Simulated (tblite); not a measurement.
Species: C6H9BCl2N (charge +1).
Cartesian coordinates in Å at the GFN2-xTB level; atoms count from 1:
```xyz
19
C6H9BCl2N angstrom
C      3.290    1.183   -0.714
C      2.294    0.280   -0.318
N      1.536   -0.518    0.024
C      0.463   -1.303    0.382
C     -0.903   -0.618    0.290
C     -1.972   -1.483    0.859
C     -1.064    0.603   -0.230
B     -2.367    1.449   -0.400
Cl    -3.905    0.994    0.193
Cl    -2.202    2.951   -1.228
H      3.215    1.377   -1.787
H      4.279    0.770   -0.498
H      3.176    2.127   -0.175
H      0.463   -2.187   -0.267
H      0.622   -1.637    1.415
H     -2.910   -1.324    0.337
H     -2.140   -1.227    1.905
H     -1.707   -2.536    0.807
H     -0.178    1.106   -0.602
```

Level: GFN2-xTB in tblite, geometry and Hessian alike; calculated harmonic values, unscaled, isolated species. The method is semi-empirical: single wavenumbers can be off by several per cent or more. One conformer, not necessarily the lowest. The optimisation stopped once no atom felt more than 0.01 eV/Å.

Lowest wavenumbers of the output (negative numbers stand for imaginary wavenumbers):
```
mode    cm-1
  1     -39.6
  2      19.6
  3      26.7
  4      45.1
  5      51.8
  6     116.2
  7     139.5
  8     203.8
  9     208.6
 10     257.6
 11     289.2
 12     310.6
 13     334.9
 14     402.7
 15     417.0
```

Problem. Is this structure a minimum?

Solution. Not by this Hessian. 1 mode is imaginary beyond 20i (40i cm⁻¹), so at this level the point lies at or near a first-order saddle. The curvature is small, so loose convergence or finite differences may be the whole cause.

Problem. Which atoms move in the imaginary mode?

Solution. 40i: H17 (methyl hydrogen) 32 %, H16 (methyl hydrogen) 22 %, H18 (methyl hydrogen) 14 %. These are shares of the mass-weighted motion.

Problem. What is the remedy?

Solution. Step along that mode in both directions, optimise again with tighter thresholds and repeat the frequencies. The zero-point energy of this point (86.3 kcal/mol) counts the 50 real modes alone, and thermal corrections from it aren't those of a minimum.

The run took 1.5 s on one thread, Arm Neoverse N1 (aarch64), shared host with 32 logical CPUs at a one-minute load of 24. This covers the Hessian and the dipole derivatives.
